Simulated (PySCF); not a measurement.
A GIAO shielding run with PySCF (density fitting, non-relativistic, gas phase) on SMILES CC[Si@@H]([SiH3])[SiH2]C(C)C, C$_{5}$H$_{18}$Si$_{3}$:

```
$ OMP_NUM_THREADS=1 python probes_run.py task.json out

{"job": {"kind": "nmr", "xc": "PBE0", "basis": "pcSseg-1"}, "charge": 0, "multiplicity": 1}
C     -3.217613     1.552350    -0.306347
C     -2.904337     0.069600    -0.449138
Si    -1.281434    -0.425591     0.437888
Si    -0.962207    -2.721569     0.252372
Si     0.429592     0.932703    -0.369907
C      2.099136     0.042414    -0.087832
C      2.330310    -0.219719     1.396897
C      3.266118     0.832077    -0.669594
H     -3.298571     1.825139     0.743615
H     -4.157718     1.805902    -0.794704
H     -2.427723     2.154139    -0.752374
H     -2.838861    -0.179562    -1.510070
H     -3.739364    -0.508761    -0.050001
H     -1.540234    -0.096375     1.861159
H     -2.173546    -3.536269     0.383131
H     -0.368163    -3.086558    -1.038033
H     -0.034194    -3.211883     1.275617
H      0.328322     1.212522    -1.813767
H      0.543877     2.261989     0.256523
H      2.067504    -0.929024    -0.595235
H      3.271250    -0.746537     1.556492
H      1.527944    -0.824541     1.817838
H      2.374879     0.719451     1.945742
H      3.133963     0.985086    -1.738327
H      4.209092     0.307453    -0.514468
H      3.340931     1.808180    -0.194359
```

Hardware: 1 thread of an Intel Xeon, shared host. The job also computes population analyses, field gradients.

(1) How large is the calculation?

(2) How long does it take, and how much memory does it need?

## Answers

(1) 90 electrons, 247 basis functions and 1350 auxiliary functions.

(2) 4.2 min of wall time, with 12 SCF cycles and 4 response iterations; peak memory 1.2 GiB. Times on a shared host scatter by some tens of per cent.
